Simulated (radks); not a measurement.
Coherent X-ray form factor from a spherical all-electron density. Method: Dirac Kohn-Sham, PBEsol, spin-unpolarised, spherical densities, finite nucleus; Fermi nuclear charge, rms radius of each element as measured or else 0.836 A^(1/3) + 0.57 fm; computed with a radial shooting solver on a logarithmic mesh with Libxc functionals.

| sin(theta)/lambda (1/angstrom) | f0 (electrons) |
|---|---|
| 0.05 | 73.235 |
| 0.1 | 71.105 |
| 0.15 | 68.019 |
| 0.2 | 64.436 |
| 0.25 | 60.720 |
| 0.3 | 57.099 |
| 0.4 | 50.535 |
| 0.5 | 44.974 |
| 0.6 | 40.260 |
| 0.8 | 32.633 |
| 1 | 26.750 |
| 1.25 | 21.460 |
| 1.5 | 18.047 |
| 2 | 14.237 |

The species is in the configuration that NIST lists as its ground one. Which atom or ion scatters so?

Answer. The osmium ion Os2+, [Xe] 4f14 5d6. Extrapolating in s^2 from the first two rows gives f0(0) = 73.9, near the electron count 74; among species with that count, the fall with angle is slower the higher Z, and the table is that of Z = 76; from so few rows the species is fixed only to a neighbour or two.
